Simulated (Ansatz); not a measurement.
Gas-phase electronic energies from Ansatz, PBE0-D4/def2-TZVP geometries. CCSD(T)/CBS is the MP2 limit (def2-TZVPP, def2-QZVPP) plus CCSD(T) − MP2 in def2-TZVPP, frozen cores. DFT in def2-TZVPP. B3LYP here is the variant with VWN-RPA as its local correlation; programs differ in this. HSE06 is defined as in plane-wave codes. Elements past krypton have def2 core potentials. For Se, Sn outer-core shells are correlated without core-valence functions, which leaves a few kJ/mol of doubt a bond. Scalar relativity is left out up to krypton. One conformer a species, not always the lowest.

Reaction (cleavage of the B–Sn bond): `N[BH][SnH3]` + H₂Se → `NB[SeH]` + `[SnH4]`

Question: Is it downhill or uphill in electronic energy at CCSD(T)/CBS, and by how much? (Best estimate.)

Answer: Ansatz gave: Downhill: ΔE = -61.5 kJ/mol.

Question: What do these levels give: B3LYP-D4, HSE06-D4, BLYP, MP2/def2-SVP, CCSD(T)/def2-TZVPP, MP2/def2-QZVPP? (An estimate is asked.)

Answer: The calculation gave: B3LYP-D4 -64.7, HSE06-D4 -66.1, BLYP -61.8, MP2/def2-SVP -72.7, CCSD(T)/def2-TZVPP -64.8, MP2/def2-QZVPP -66.3 kJ/mol.

Largest T1 diagnostic among the species: 0.014.

From BLYP to BHLYP (50 % exact exchange), in def2-TZVPP and without D4, ΔE moves by −6.9 kJ/mol. In def2-TZVPP, CCSD(T) changes the Hartree–Fock value by +8.6 kJ/mol (the triples alone add +0.2 kJ/mol) and MP2 by +4.9 kJ/mol.
